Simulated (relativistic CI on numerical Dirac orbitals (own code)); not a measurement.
**Slater and spin-orbit integrals, W62+**

Method of calculation: Dirac-Coulomb-Breit CI, separate exchange-only KLI orbitals for each configuration, a model potential for QED, unscaled Slater integrals (own radial code, finite nucleus).

Slater integrals F^k, G^k are unscaled and averaged over j, outside the closed core [Ne]; ζ comes from projecting the Hamiltonian with its Breit term on Σ l·s of the shell.

- 3s 3p: G^1(3s,3p) = 690370, ζ(3p) = 1.9856e+06 cm⁻¹; <r>(3s) = 0.1828, <r^2>(3s) = 0.03824, <r>(3p) = 0.1788, <r^2>(3p) = 0.03708 (bohr units).
- 3p2: F^2(3p,3p) = 544300, ζ(3p) = 1.9854e+06 cm⁻¹; <r>(3p) = 0.179, <r^2>(3p) = 0.03713 (bohr units).
- 3s 3d: G^2(3s,3d) = 431080, ζ(3d) = 269370 cm⁻¹; <r>(3s) = 0.1829, <r^2>(3s) = 0.03827, <r>(3d) = 0.158, <r^2>(3d) = 0.02874 (bohr units).

Averages of the first 10 configurations, taken without configuration mixing, which lowers the lowest level and can move excited configurations by several eV; other configurations of the list can lie among them:

```json
{"Configuration": "3s2", "Parity": "even", "States": "1", "Average energy above the lowest level (eV)": "4.2"}
{"Configuration": "3s 3p", "Parity": "odd", "States": "12", "Average energy above the lowest level (eV)": "400.1"}
{"Configuration": "3p2", "Parity": "even", "States": "15", "Average energy above the lowest level (eV)": "819.9"}
{"Configuration": "3s 3d", "Parity": "even", "States": "20", "Average energy above the lowest level (eV)": "778.1"}
{"Configuration": "3d2", "Parity": "even", "States": "45", "Average energy above the lowest level (eV)": "1564.8"}
{"Configuration": "3p 3d", "Parity": "odd", "States": "60", "Average energy above the lowest level (eV)": "1187.7"}
{"Configuration": "3p 4s", "Parity": "odd", "States": "12", "Average energy above the lowest level (eV)": "3618.1"}
{"Configuration": "3d 4s", "Parity": "even", "States": "20", "Average energy above the lowest level (eV)": "3983.2"}
{"Configuration": "3s 4s", "Parity": "even", "States": "4", "Average energy above the lowest level (eV)": "3206.4"}
{"Configuration": "3s 4p", "Parity": "odd", "States": "12", "Average energy above the lowest level (eV)": "3377.2"}
```
